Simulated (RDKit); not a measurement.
RDKit input (UFF):

```python
from rdkit import Chem
from rdkit.Chem import AllChem, rdDetermineBonds

mol = Chem.MolFromXYZFile('mol.xyz')
rdDetermineBonds.DetermineBonds(mol, charge=-1)
print('SMILES', Chem.MolToSmiles(Chem.RemoveHs(mol)))
ff = AllChem.UFFGetMoleculeForceField(mol)
e0 = ff.CalcEnergy()
flag = ff.Minimize(maxIts=5000, forceTol=1e-5)
print(f'energy {e0:.4f} -> {ff.CalcEnergy():.4f} kcal/mol, converged: {flag == 0}')
print(Chem.MolToXYZBlock(mol))
```
mol.xyz:
```
3

Te    -0.02127900     0.09549400    -1.39893000
Te     0.01114200    -0.06379300     1.36869600
H      0.52712700    -1.64845400     1.57217900
```

Output:

```
[00:09:16] UFFTYPER: Unrecognized charge state for atom: 0
SMILES [Te-][TeH]
energy 1.2176 -> 0.0000 kcal/mol, converged: True
3

Te    -0.003730    0.040212   -1.327993
Te    -0.009090   -0.003455    1.443658
H      0.529810   -1.653509    1.426279
```

The dipole moment of an ion depends on the origin.

The geometry given is a B3LYP-D3(BJ)/def2-TZVP minimum.
